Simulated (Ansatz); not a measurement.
C₂H₃FSSi (`FC1=CS[SiH2]1`). Charge 0, multiplicity 1. The geometry is a stationary point of PBE0-D4/def2-TZVP.

```xyz
8

F    -0.700    2.066   -0.231
C    -0.156    0.862   -0.060
C     1.112    0.614    0.278
S     1.347   -1.160    0.380
Si   -0.730   -0.900   -0.171
H     1.924    1.306    0.476
H    -1.090   -1.421   -1.512
H    -1.708   -1.367    0.840
```

What is the dipole moment at ωB97M-V/def2-TZVPP? (An estimate is asked.)

The calculation gave: 0.62 D, with components (-0.47, -0.40, -0.11) D in this frame, pointing from negative to positive charge.

And with PBE, r2SCAN, B3LYP? (An estimate is asked.)

Ansatz gave: PBE 0.53 D, r2SCAN 0.58 D, B3LYP 0.64 D.

Give the Mulliken charges with ωB97M-V, B3LYP, PBE in def2-TZVPP. (Estimate.)

The calculation gave: 
```
atom  ωB97M-V  B3LYP    PBE
  F1    -0.19  -0.20  -0.15
  C2    -0.02   0.00  -0.01
  C3     0.02   0.03   0.06
  S4    -0.17  -0.21  -0.19
 Si5     0.27   0.36   0.28
  H6     0.11   0.12   0.09
  H7    -0.01  -0.05  -0.04
  H8    -0.01  -0.05  -0.04
```

B3LYP here is the variant with VWN-RPA as its local correlation; programs differ in this.
